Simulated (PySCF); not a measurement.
# Configurations of CeF

Unrestricted PBE0; Ce x2c-SVPall, F x2c-SVPall; spin-free X2C with a Gaussian nucleus (PySCF 2.14). The search starts from ions with several 4f fillings and holds each by maximum overlap.

The lowest solution of each spin and filling, followed along the bond (rough minima from three points):

```csv
2Ms+1,4f population,⟨S²⟩ at the start,R at minimum (Å),Te (eV)
4,1.12,3.75,2.01,0.00
2,1.32,1.38,2.01,0.00
4,1.60,3.75,2.06,0.26
2,1.65,1.75,2.07,0.49
```

Solutions at the starting distance of 2.115 Å, counted from the lowest; the search is not exhaustive:

| 2Ms+1 | 4f population | E (eV) | ⟨S²⟩ | ⟨Lz²⟩ | μ (D) |
| --- | --- | --- | --- | --- | --- |
| 2 | 1.32 | 0.00 | 1.38 | 7.8 | -2.54 |
| 4 | 1.12 | 0.00 | 3.75 | 8.0 | -3.34 |
| 4 | 1.35 | 0.07 | 3.75 | 12.7 | -3.09 |
| 4 | 1.33 | 0.09 | 3.75 | 4.0 | -3.14 |
| 2 | 1.17 | 0.15 | 0.77 | 4.0 | -2.18 |
| 4 | 1.60 | 0.18 | 3.75 | 9.8 | -2.11 |
| 4 | 1.58 | 0.23 | 3.75 | 6.7 | -2.07 |
| 4 | 1.74 | 0.23 | 3.75 | 9.0 | -1.71 |
| 2 | 1.43 | 0.31 | 1.18 | 1.6 | -2.52 |
| 2 | 1.65 | 0.40 | 1.75 | 9.9 | -2.72 |
| 2 | 1.31 | 0.41 | 1.75 | 8.7 | -2.47 |
| 2 | 1.26 | 0.59 | 1.75 | 7.2 | -2.55 |
| 2 | 0.32 | 4.88 | 0.88 | 4.0 | -1.00 |

Partly filled real f orbitals mix terms, so no term symbols are given. A population far from a whole number shows f orbitals mixing with d and ligand orbitals, not a clean configuration. A positive dipole means Ce(−)F(+).

Spin–orbit coupling is left out. Counting both spins, an empty level lies below a filled one in some of these solutions, because spin and occupation are held. With d or f electrons several states lie close, and the lowest PBE0 determinant need not be the measured ground state.
